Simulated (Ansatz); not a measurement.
`O=CC[SiH](O)Cl` + `[NH2][SbH2]` → `O=C[NH][SbH2]` + `C[SiH](O)Cl`  (substitution at a C–C bond)

Program: Ansatz. Geometries: PBE0-D4/def2-TZVP. ΔE: electronic, gas phase. CBS: MP2 limit from def2 TZ/QZ plus the TZ coupled-cluster correction, frozen cores. DFT in def2-TZVPP. B3LYP here is the variant with VWN-RPA as its local correlation; programs differ in this. Elements past krypton have def2 core potentials. For Sb outer-core shells are correlated without core-valence functions, which leaves a few kJ/mol of doubt a bond. One conformer a species, not always the lowest.

| level | ΔE (kJ/mol) | difference from CCSD(T)/CBS |
| --- | --- | --- |
| PBE-D4 | -84.0 | -11.3 |
| r2SCAN-D4 | -84.4 | -11.7 |
| PBE0-D4 | -80.0 | -7.3 |
| B3LYP-D4 | -81.2 | -8.5 |
| ωB97X-V | -76.9 | -4.2 |
| ωB97M-V | -76.2 | -3.5 |
| B2PLYP | -79.0 | -6.3 |
| PBE | -83.8 | -11.1 |
| r2SCAN | -84.7 | -12.0 |
| PBE0 | -80.1 | -7.4 |
| B3LYP | -80.7 | -8.0 |
| HF/def2-TZVPP | -71.7 | 1.0 |
| MP2/def2-TZVPP | -74.9 | -2.2 |
| SCS-MP2/def2-TZVPP | -71.9 | 0.8 |
| CCSD/def2-TZVPP | -69.5 | 3.2 |
| CCSD(T)/def2-TZVPP | -71.6 | 1.1 |
| HF/def2-QZVPP | -71.9 | 0.8 |
| MP2/def2-QZVPP | -75.6 | -2.9 |
| SCS-MP2/def2-QZVPP | -72.3 | 0.4 |
| HF/CBS(def2) | -71.9 | 0.8 |
| MP2/CBS(def2) | -76.0 | -3.3 |
| CCSD/CBS(def2) | -70.6 | 2.1 |
| CCSD(T)/CBS | -72.7 | 0 |

Largest T1 diagnostic among the species: 0.017.

From PBE to PBE0 (25 % exact exchange), in def2-TZVPP and without D4, ΔE moves by +3.8 kJ/mol.
